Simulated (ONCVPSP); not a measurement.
# Cutoff test, C (Z = 6), ONCV

C, optimised norm-conserving Vanderbilt (ONCV), made with ONCVPSP 4.0.1 (PBEsol, scalar-relativistic). Core [He], reference 2s2 2p0.5 (charge +1.5). Waves: 2s: rc 1.10 bohr, ncon 4, nbas 8, qcut 4.9 1/bohr, 2 projectors, debl 0.8 Ha; 2p: rc 1.30 bohr, ncon 4, nbas 8, qcut 5.8 1/bohr, 2 projectors, debl 3.2 Ha; d scattering state at 0.17 Ha: rc 1.00 bohr, ncon 4, nbas 8, qcut 9.3 1/bohr, 2 projectors, debl 2.3 Ha. Local part: polynomial inside 0.80 bohr (lpopt 4, dvloc0 0 Ha). Core correction: none.

In the s channel the program set the typed energies aside and used -1.199, 0.250 Ha.

Question: For each optimised wave give the share of its norm inside rc, the residual kinetic energy above qcut (Ha) and the cutoffs (Ha) for errors of 10, 1, 0.1 and 0.01 mHa per electron.

Answer:

| wave | norm inside rc | residual KE | 10 mHa | 1 mHa | 0.1 mHa | 0.01 mHa |
| --- | --- | --- | --- | --- | --- | --- |
| 2s | 0.327 | 9.0e-03 | 11.6 | 67.3 | 136.4 | 158.2 |
| s projector 2 | 0.093 | 5.3e-03 | 10.0 | 27.5 | 150.3 | 197.8 |
| 2p | 0.508 | 7.0e-03 | 15.9 | 64.2 | 117.5 | 149.5 |
| p projector 2 | 0.079 | 1.9e-02 | 19.0 | 40.1 | 115.8 | 148.6 |
| d projector 1 | 0.016 | 3.6e-06 | 6.1 | 13.9 | 25.5 | 37.8 |
| d projector 2 | 0.058 | 3.1e-05 | 12.9 | 25.3 | 37.5 | 49.5 |

The occupied waves need 67 Ha and 136 Ha for 1 and 0.1 mHa.
